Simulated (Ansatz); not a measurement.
(HZn-mu-F)2 (Zn₂H₂F₂). Total charge 0; singlet. Geometry r2SCAN-D4/def2-SVP; atoms count from 1.

Cartesian coordinates in Å:
```
Zn 1.302 -0.629 -0.256
H 2.647 -1.278 -0.519
F -0.357 -1.003 0.648
Zn -1.302 0.630 0.257
H -2.645 1.281 0.524
F 0.355 1.000 -0.654
```

Question: Estimate the Mulliken populations from the PBE0/def2-TZVP orbitals of Ansatz.

Answer: 
| atom | charge (e) | d electrons |
| --- | --- | --- |
| Zn1 | 0.56 | 10.03 |
| H2 | -0.03 | – |
| F3 | -0.53 | – |
| Zn4 | 0.56 | 10.03 |
| H5 | -0.03 | – |
| F6 | -0.53 | – |
Mulliken values depend strongly on the basis.

Question: And the Mayer bond orders between heavy atoms (over 0.3)?

Answer: Zn1–F3 0.38 (1.93 Å); Zn1–F6 0.38 (1.93 Å); F3–Zn4 0.38 (1.93 Å); Zn4–F6 0.38 (1.93 Å).
